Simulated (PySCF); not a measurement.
## Peak assignment

Numbering as in the mapped SMILES `[CH:1]#[C:2][SiH2:3][n:4]1[cH:5][cH:6][c:7]([CH:8]=[CH2:9])[cH:10]1`. Hydrogens are named by the atom that carries them. Ha(C9) is cis to C7; Hb(C9) is trans to C7.

[PySCF 2.14: GIAO PBE0/pcSseg-1 shieldings; geometry from GFN2-xTB; no relativistic terms; single conformer; averaged over atoms made equivalent by symmetry, fast rotation or ring inversion; gas phase]

Shifts are taken against calculated references (same method and geometry level): TMS for $^{13}$C and $^{1}$H.

Question: Assign these signals to the numbered atoms. $^{13}$C{$^{1}$H} NMR (computed): δ 136.8, 132.8, 129.0, 128.8, 115.7, 114.6, 105.8, 85.6.

Answer: 
136.8 → C8, alkene CH: the olefinic region
132.8 → C7, substituted aromatic carbon
129.0 → C5, aromatic CH next to a ring nitrogen
128.8 → C10, aromatic CH next to a ring nitrogen
115.7 → C6, aromatic CH
114.6 → C9, terminal =CH2 carbon: an sp2 carbon of a C=C bond
105.8 → C1, terminal alkyne carbon
85.6 → C2, alkyne carbon: the triple bond shields along its axis, which puts it between sp3 and sp2 carbons

C5 and C10; C6 and C9 lie closer than the usual error of such a calculation, so a measured spectrum could show them in the other order.

Question: Assign these signals to the numbered atoms. $^{1}$H NMR (400 MHz, computed): δ 7.09 (m, 1H), 6.85 (m, 1H), 6.79 (m, 1H), 6.48 (m, 1H), 5.81 (m, 1H), 5.28 (m, 1H), 5.28 (d, 2H), 2.12 (t, 1H).

Answer: 
7.09 → H(C6), hydrogen on an aromatic CH: it sits in the deshielding region of the aromatic ring current
6.85 → H(C5), hydrogen on an aromatic CH next to a ring nitrogen: the ring current deshields protons in the ring plane
6.79 → H(C8), hydrogen on an alkene CH: a vinylic proton, deshielded by the sp2 carbon and the C=C anisotropy
6.48 → H(C10), hydrogen on an aromatic CH next to a ring nitrogen: the ring current deshields protons in the ring plane
5.81 → Ha(C9), hydrogen on a terminal =CH2 carbon: attached to an sp2 carbon and in the plane of the double bond
5.28 → Hb(C9), hydrogen on a terminal =CH2 carbon
5.28 → H(Si3), hydrogen on a silicon bonded to C, N
2.12 → H(C1), hydrogen on a terminal alkyne carbon: it lies on the axis of the triple bond, in its shielding cone

H(C5) and H(C8); Hb(C9) and H(Si3) lie closer than the usual error of such a calculation, so a measured spectrum could show them in the other order.

Shifts are as computed. Against solution values, carbons near 30 ppm lie about +3 ppm off and those near 130 ppm about +5 ppm. Of 1309 compounds with measured shifts, 239 miss one by over three times the rms of a fit or turn the order of signals round; such compounds aren't used in these exercises. Multiplicities follow the n + 1 count of equivalent neighbours, as no J values were calculated; m marks all less simple cases, F and P coupling included.
